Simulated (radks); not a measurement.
Effect of the nuclear size on neutral iodine, [Kr] 4d10 5s2 5p5. All-electron calculation, Dirac Kohn-Sham, PBE, spin-unpolarised, spherical densities, finite nucleus; open shells fill j = l - 1/2 first; Fermi nuclear charge, rms radius 4.75 fm. Program: a radial shooting solver on a logarithmic mesh with Libxc functionals. The rms radius is varied about that value; shifts are against it.

rms radius (fm)  total energy shift (eV)  density at nucleus (e/bohr^3)  1s1/2 shift (meV)  2s1/2 shift (meV)  4s1/2 shift (meV)  4p1/2 shift (meV)  5s1/2 shift (meV)  5p1/2 shift (meV)  5p3/2 shift (meV)
4.0708                             -1.58                      2.557e+05               -659              -77.3              -3.14              0.231             -0.391              0.039              0.042
4.275                              -1.12                      2.536e+05               -470              -55.1              -2.24              0.165             -0.279              0.028              0.030
4.75                                   0                       2.49e+05              0.000              0.000              0.000              0.000              0.000              0.000              0.000
4.8972                             0.368                      2.477e+05                154               18.0              0.734             -0.054              0.091             -0.009             -0.010
5.8853                              3.08                        2.4e+05               1290                151               6.14             -0.451              0.764             -0.076             -0.083

Slopes of the eigenvalues against <r^2> in GHz/fm^2, as finite differences over the two radii next to the reference (eigenvalue slopes, not the field-shift constants of lines): 1s1/2 26400, 2s1/2 3100, 4s1/2 126, 4p1/2 -9.27, 5s1/2 15.7, 5p1/2 -1.56, 5p3/2 -1.70.
